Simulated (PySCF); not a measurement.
## Deuteron quadrupole couplings in `CC[Si+](C)C`

Compound: C4H11Si (charge +1).
Z-matrix (Å and degrees, GFN2-xTB geometry), rows numbered from 1:
```
C 
C   1  1.5390
Si  2  1.8912  1  112.34
C   3  1.8814  2  119.48  1    87.26
C   3  1.8815  2  119.53  1   -87.08
H   1  1.0862  2  111.41  3    60.73
H   1  1.0862  2  111.53  3   -60.73
H   1  1.0861  2  109.21  3   179.97
H   2  1.0943  1  108.29  3  -122.33
H   2  1.0944  1  108.39  3   122.52
H   4  1.0898  3  111.95  2   153.85
H   4  1.0907  3  111.90  2    32.85
H   4  1.0901  3  111.12  2   -86.65
H   5  1.0901  3  111.18  2    86.40
H   5  1.0907  3  111.90  2   -33.13
H   5  1.0898  3  111.89  2  -154.13
```

Level: PBE0/pcSseg-1 (PySCF, non-relativistic); Q(2H) = 0.00286 b; rigid geometry, the same for H and D, with no vibrational averaging.

Problem. Tabulate Vzz, the asymmetry η and χzz = 234.96 MHz × Q × Vzz for every hydrogen position.

Solution. 
```tsv
atom	bonded to	bond length (Å)	Vzz (au)	η	χzz (kHz)
H6	C1	1.086	0.3110	0.05	209
H7	C1	1.086	0.3109	0.05	209
H8	C1	1.086	0.3104	0.04	209
H9	C2	1.094	0.2970	0.03	200
H10	C2	1.094	0.2970	0.03	200
H11	C4	1.090	0.3082	0.02	207
H12	C4	1.091	0.3064	0.02	206
H13	C4	1.090	0.3115	0.03	209
H14	C5	1.090	0.3114	0.03	209
H15	C5	1.091	0.3064	0.02	206
H16	C5	1.090	0.3081	0.02	207
```

One conformer (not necessarily the lowest) at the GFN2-xTB geometry, without solvent, vibrations or thermal averaging. GFN2-xTB frequencies show an imaginary mode (65i cm⁻¹), so this geometry is no minimum at that level. GFN2-xTB bond lengths can be off by several hundredths of an ångström, more for odd bonds, and the gradients follow them. With so small a basis the couplings can be 20 % off.
